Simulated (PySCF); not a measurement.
## Potential energy of BAs along the bond

Set-up: B cc-pVTZ, As cc-pVTZ-PP with ECP10; scalar-relativistic core potentials (PySCF 2.14). Energies in eV from B + As in their ground configurations at the same level. State: ³Π (triplet), unpaired electrons σ ↑, π ↑.

All columns are PBE0. A positive dipole means B(−)As(+).

```tsv
R (Å)	E (eV)	μ (D)	Mulliken charge on B (basis-dependent)	HOMO (eV)	LUMO (eV)	Mayer bond order	⟨S²⟩
1.591	-1.914	0.35	-0.17	-7.23	-4.85	2.42	2.01
1.665	-2.561	0.31	-0.13	-7.03	-4.69	2.39	2.01
1.739	-2.918	0.27	-0.09	-6.86	-4.55	2.36	2.01
1.794	-3.042	0.23	-0.07	-6.73	-4.45	2.32	2.01
1.850	-3.074	0.19	-0.06	-6.62	-4.36	2.29	2.01
1.905	-3.034	0.15	-0.05	-6.52	-4.27	2.24	2.01
1.980	-2.901	0.09	-0.04	-6.39	-4.17	2.17	2.01
2.072	-2.649	0.00	-0.03	-6.24	-4.05	2.07	2.01
2.183	-2.283	-0.12	-0.02	-6.06	-3.91	1.92	2.01
2.331	-1.773	-0.23	0.00	-5.83	-3.94	1.69	2.08
```

A fit through these points gives, at Re = 1.844 Å, μ = 0.19 D and dμ/dR = -0.737 D/Å; the reduced mass is 9.599 u.

Problem. How strong is the fundamental in the double-harmonic approximation, I = 42.26·(dμ/dR)²/μred km/mol?

Solution. I = 42.26·(-0.737)²/9.599 = 2.39 km/mol at PBE0.

Spin–orbit coupling is left out. The state is the lowest determinant that a PBE0 search found; another state may lie lower at other levels.
